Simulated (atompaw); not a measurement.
**samarium (Sm): one change to a PAW (atompaw) potential, before and after**

- Element: samarium (Sm)
- Generator: atompaw 4.2.0.5
- Type: PAW
- Functional: LDA (PW92)
- Relativity: scalar-relativistic
- Frozen core: [Kr] 4d10 4f5
- Valence charge: 11
- Reference configuration: 5s2 5p6 5d1 6s1.5 6p0 (charge +0.5)
- Partial waves: 5s (bound): rc 2.25 bohr; 6s (bound): rc 2.50 bohr; 5p (bound): rc 2.35 bohr; 6p (bound, empty): rc 3.00 bohr; 5d (bound): rc 3.00 bohr; 5d channel at 0.55 Ry: rc 3.00 bohr
- Local potential: bessel scheme, radius 2.95 bohr
- Core correction: smooth core density matched at 2.50 bohr
- Augmentation charge: besselshape compensation charge, radius 2.15 bohr; PAW radius 3.00 bohr; waves and projectors: custom polynom gramschmidtortho

Change: augmentation besselshape compensation charge, radius 2.15 bohr; PAW radius 3.00 bohr; waves and projectors: custom polynom2 7 10 vanderbiltortho.

Cutoffs: the cutoffs (Ry, on a coarse ladder) from which the occupation-weighted sum of valence levels, in a spherical-Bessel basis at the reference potential, stays within 10 and 1 mRy of its value at 400 Ry; they do not see the model core or the augmentation charge, which bear on the density cutoff.

Task: What does the change do?

Result: The potential gets harder (15 Ry and 25 Ry → 21 Ry and 35 Ry); the range in which the s phases agree widens (upper end 3.5 → 4.9); the range in which the d phases agree narrows (upper end at the end of the scan → 2.1); neither file shows a bound ghost.

| quantity | base | changed |
| --- | --- | --- |
| cutoff, loose | 15 Ry | 21 Ry |
| cutoff, tight | 25 Ry | 35 Ry |
| loose cutoff by channel (10 mRy a level) | s 8 Ry, p 12 Ry, d 8 Ry | s 8 Ry, p 15 Ry, d 10 Ry |
| bound ghosts | none | none |
| s: phases at 3.00 bohr within 0.05 rad from the reference energy up to (Ry; the scan ends near 5) | 3.5 | 4.9 |
| p: phases at 3.00 bohr within 0.05 rad from the reference energy up to (Ry; the scan ends near 5) | to the end of the scan | 4.3 |
| d: phases at 3.00 bohr within 0.05 rad from the reference energy up to (Ry; the scan ends near 5) | to the end of the scan | 2.1 |
| lowest overlap eigenvalue by channel | s 0.65, p 0.61, d 0.93 | s 0.39, p 0.52, d 0.90 |

 The cutoffs see the waves, projectors and local potential, not the compensation charge or the core.
